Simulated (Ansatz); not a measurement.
Consider the ligand exchange at the Si–O bond: `O=C(O)O[SiH3]` + `[NH2][Al]([OH])[F]` → `[NH2][Al]([F])[O][SiH3]` + `O=C(O)O`.

Gas-phase electronic energies from Ansatz, PBE0-D4/def2-TZVP geometries. CBS: MP2 limit from def2 TZ/QZ plus the TZ coupled-cluster correction, frozen cores. DFT in def2-TZVPP. One conformer a species, not always the lowest.

Question: Is it downhill or uphill in electronic energy at CCSD(T)/CBS, and by how much? (Estimate.)

Answer: The calculation gave: Downhill: ΔE = -30.4 kJ/mol.

Question: What do these levels give: PBE-D4, PBE0-D4, r2SCAN0-D4, CAM-B3LYP-D4, BLYP, PBE0, HF/def2-SVP, MP2/def2-SVP, CCSD/def2-SVP, MP2/def2-TZVPP, CCSD/def2-TZVPP, MP2/CBS(def2)? (An estimate is asked.)

Answer: Ansatz gave: PBE-D4 -30.0, PBE0-D4 -33.5, r2SCAN0-D4 -35.2, CAM-B3LYP-D4 -34.6, BLYP -33.1, PBE0 -34.1, HF/def2-SVP -51.6, MP2/def2-SVP -41.8, CCSD/def2-SVP -43.0, MP2/def2-TZVPP -31.5, CCSD/def2-TZVPP -34.2, MP2/CBS(def2) -29.8 kJ/mol.

Largest T1 diagnostic among the species: 0.014.

Leaving LDA and LC-ωPBE aside and taking each functional with its dispersion term where it has one, the values, not all of them listed here, spread over 9.5 kJ/mol, from BHLYP-D4 to revPBE-D4. At CCSD(T), def2-SVP lies −11.0 kJ/mol from the extrapolated value and def2-TZVPP −1.7 kJ/mol. From BLYP to BHLYP (50 % exact exchange), in def2-TZVPP and without D4, ΔE moves by −4.7 kJ/mol.
